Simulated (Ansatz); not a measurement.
Two isomers of C2H6SSi: A = `SC1C[SiH2]1`, B = `C[SiH]1CS1`.

Computed with Ansatz on PBE0-D4/def2-TZVP structures; ΔE is electronic, products minus reactants. CCSD(T)/CBS is the MP2 limit (def2-TZVPP, def2-QZVPP) plus CCSD(T) − MP2 in def2-TZVPP, frozen cores. Functionals use def2-TZVPP. B3LYP here is the variant with VWN-RPA as its local correlation; programs differ in this. One conformer a species, not always the lowest.

A:

Z-matrix (Å, degrees):
```
C
C 1 1.546
Si 1 1.856 2 64.9
S 1 1.785 2 114.3 3 -114.6
H 1 1.086 2 114.2 3 111.7
H 2 1.085 1 115.7 3 -113.1
H 2 1.085 1 115.6 3 111.3
H 3 1.478 1 118.6 2 105.1
H 3 1.475 1 118.3 2 -106.5
H 4 1.343 1 98.6 2 140.4
```

B:

```xyz
10

C    -1.129    0.750    0.817
Si    0.078    0.354   -0.536
C     1.262   -1.043   -0.367
S    -0.085   -1.438   -1.598
H    -2.039    1.191    0.404
H    -1.399   -0.158    1.358
H    -0.695    1.466    1.521
H     0.531    1.546   -1.291
H     2.247   -0.989   -0.821
H     1.229   -1.679    0.512
```

(1) Which isomer does CCSD(T)/CBS put lower? Give the gap. (An estimate is asked.)

(2) Give E(B) − E(A) in kcal/mol with PBE-D4, B3LYP, B2PLYP, CCSD/def2-TZVPP, BLYP-D4, CCSD(T)/def2-TZVPP, ωB97M-V. (An estimate is asked.)

(3) Does the order hold for the free energy at 298.15 K (harmonic terms from PBE0-D4)? (Estimate.)

Largest T1 diagnostic: 0.012.

## Answers

(1) The calculation gave: B, by 40.0 kcal/mol.

(2) Ansatz gave: PBE-D4 -39.2, B3LYP -39.7, B2PLYP -40.2, CCSD/def2-TZVPP -39.3, BLYP-D4 -38.6, CCSD(T)/def2-TZVPP -39.4, ωB97M-V -39.7. None reverses the order clearly.

(3) Computed: Yes: G(B) − G(A) = -37.5 kcal/mol, for one conformer each.

From BLYP to BHLYP (50 % exact exchange), in def2-TZVPP and without D4, E(B) − E(A) moves by −1.2 kcal/mol. Leaving LDA and LC-ωPBE aside and taking each functional with its dispersion term where it has one, the values, not all of them listed here, spread over 3.0 kcal/mol, from B97M-V to BLYP-D4. LDA lies +2.3 kcal/mol from PBE without D4.
